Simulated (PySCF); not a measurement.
Gas-phase reaction: ZnH2 + 2 HF ⇌ ZnF2 + 2 H2

Energies from PySCF, thermal terms from the rigid-rotor harmonic-oscillator model, ideal gas at 1 bar. † marks an energy on the PBE0/def2-TZVP geometry and frequencies; other levels use their own. CCSD(T) freezes the core. 6-31G* has spherical d functions here. All species are closed-shell singlets. B3LYP is the form with VWN-RPA correlation. Zn: all electrons, no relativistic terms. ZnH2: computed as isolated molecules; such fragments, hydroxides, amides, oligomers or adducts are transient or little studied in the gas. CCSD(T) isn't extrapolated to the basis-set limit.

| level | ΔH°(298 K), kJ |
|---|---|
| B3LYP/def2-TZVP† | … |
| BLYP/def2-TZVP† | -130 |
| CCSD(T)/def2-SVP† | … |
| CCSD(T)/def2-TZVPP† | -99 |
| HF/6-31G* | … |
| HF/def2-TZVP† | -113 |
| PBE/def2-SVP | … |
| PBE0/def2-QZVP† | -103 |
| r2SCAN/def2-TZVP† | -127 |
| ωB97M-V/def2-TZVP† | -111 |

Question: Fill in the missing entries.

Answer: 
- B3LYP/def2-TZVP†, ΔH°(298 K), kJ: -118
- CCSD(T)/def2-SVP†, ΔH°(298 K), kJ: -115
- HF/6-31G*, ΔH°(298 K), kJ: -202
- PBE/def2-SVP, ΔH°(298 K), kJ: -128
